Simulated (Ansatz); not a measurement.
C₃H₉B₂N, relaxed with RKS PBE-D4/def2-SVP in Ansatz from a rough embedded geometry. The force threshold is 0.03 eV/Å; the program also tests the step.

The species carries charge 0 and has multiplicity 1. The bonds changed during the relaxation, so this is another structure than the one it started from.

Start:

```xyz
15

B    -1.333   -1.045    1.872
C     0.111   -1.320    1.274
B     0.698   -0.032    0.493
C     0.179    0.359   -0.892
C     0.756    1.581   -1.607
N    -0.811   -0.234   -1.429
H    -2.248   -1.624    1.528
H    -1.410   -0.135    2.649
H     0.060   -2.186    0.623
H     0.795   -1.595    2.135
H     1.643    0.503    0.984
H     0.024    2.104   -2.189
H     1.574    1.277   -2.259
H     1.183    2.332   -0.838
H    -1.221    0.016   -2.344
```

Task: By how much does the energy fall, and how many steps does the optimiser take? (Estimate.)

Result: Computed: 2.16 eV, in 15 steps, 2 of them rejected.

Task: Which bonds change most? (Estimate.)

Result: The calculation gave: B1–N6 from 3.439 to 1.581 Å; B1–C2 from 1.588 to 1.750 Å; C2–B3 from 1.617 to 1.514 Å; B1–H7 from 1.136 to 1.229 Å.

Task: Give the relaxed structure. (Best estimate.)

Result: Ansatz gave: 
```xyz
15

B    -1.210   -0.739    0.933
C     0.400   -1.384    1.159
B     0.944   -0.018    0.798
C     0.248    0.495   -0.540
C     0.721    1.346   -1.665
N    -0.977    0.062   -0.410
H    -2.038   -1.637    0.796
H    -1.528    0.065    1.815
H     0.401   -2.178    0.388
H     0.599   -1.795    2.164
H     1.523    0.765    1.532
H    -0.058    1.526   -2.435
H     1.605    0.884   -2.152
H     1.069    2.324   -1.271
H    -1.698    0.284   -1.113
```
